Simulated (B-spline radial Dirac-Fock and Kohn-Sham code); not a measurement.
# Kohn-Sham estimates against Dirac-Fock for the levels of Sr³³⁺

System: Sr³³⁺ in the configuration [He] 2s2 2p1.

The density-functional columns are spherical, spin-unpolarised Dirac-Kohn-Sham results without Breit or QED terms: −ε is minus the orbital energy of the initial state and ΔSCF the difference of two total energies. The reference in the last column comes from Dirac-Fock (average of configuration) total-energy differences with a finite nucleus, the Breit interaction including its frequency dependence, and self-energy and vacuum-polarisation corrections. All numbers are from an atomic code on a B-spline grid, in eV; a selection of levels is shown. For the 1s level of heavy atoms much of the gap between ΔSCF and the reference is the Breit and QED part, -35.5 eV here; for other levels the error of the functional can be larger.

```csv
level,LDA −ε,LDA ΔSCF,Dirac-Fock
K,18451.7,18740.2,18696.1
L1,4250.5,4320.4,4310.3
"L2,3",4095.0,4177.3,4184.4
```

Values without a named source are computed, but for edge energies of neutral atoms, which are taken from tables.
